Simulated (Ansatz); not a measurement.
`C/C=C(\O)[SiH3]` → `C1C[SiH2]CO1`  (isomerisation)

Computed with Ansatz on PBE0-D4/def2-TZVP structures; ΔE is electronic, products minus reactants. CBS: MP2 limit from def2 TZ/QZ plus the TZ coupled-cluster correction, frozen cores. DFT in def2-TZVPP. Each species was taken in one conformer, which may not be the lowest.

```csv
species,PBE-D4 energy (Eh)
`C/C=C(\O)[SiH3]`,-483.51892
`C1C[SiH2]CO1`,-483.52979
```

(1) Work out ΔE.

Largest T1 diagnostic among the species: 0.012.

Answers

(1) ΔE = (-483.52979) − (-483.51892) = -0.01087 Eh = -28.5 kJ/mol. CCSD(T)/CBS gives -28.3 kJ/mol.

The D4 term adds −3.9 kJ/mol with B3LYP and −1.8 kJ/mol with PBE0; it sums over pairs of atoms, weighted by their polarisabilities, and B3LYP, whose exchange is more repulsive, gets the larger term. In def2-TZVPP, CCSD(T) changes the Hartree–Fock value by −11.0 kJ/mol (the triples alone add +1.4 kJ/mol) and MP2 by −14.3 kJ/mol. From PBE to PBE0 (25 % exact exchange), in def2-TZVPP and without D4, ΔE moves by −10.0 kJ/mol.

B3LYP here is the variant with VWN-RPA as its local correlation; programs differ in this.
